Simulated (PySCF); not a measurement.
PySCF was given this input:
```python
from pyscf import gto, scf, dft

mol = gto.M(
    atom='''
O    -0.890264   -1.046493   -0.981578
Ge   -0.135613   -0.047361    0.310441
O    -0.261370    1.641596   -0.296750
O     1.619040   -0.431866    0.208358
H    -1.662828   -0.651932   -1.382051
H     0.453484    2.212240   -0.020595
H     1.809713   -1.350635    0.028302
''',
    basis='6-31g',
    charge=0,
    spin=1,
    verbose=4,
)

mf = dft.UKS(mol)
mf.xc = 'r2scan'
mf.kernel()
```

### Question
Estimate the dipole moment that PySCF with R2SCAN/6-31G returns for this input.

### Answer
1.13 D

### Question
Predict the <S^2> from R2SCAN/6-31G.

### Answer
0.753

### Question
Estimate the HOMO energy that R2SCAN/6-31G returns for this input.

### Answer
-5.75 eV

### Question
Estimate the nuclear repulsion energy that R2SCAN/6-31G returns for this input.

### Answer
304.7109 Eh

### Question
Give the Mulliken (on the basis functions themselves) charges in atom order at the level R2SCAN/6-31G.

### Answer
O1 -0.75, Ge2 1.01, O3 -0.75, O4 -0.75, H5 0.41, H6 0.41, H7 0.41

### Question
Give the total energy at the level R2SCAN/6-31G.

### Answer
-2303.9586 Eh

These values belong to the state on which the SCF converged, which isn't shown to be the lowest.
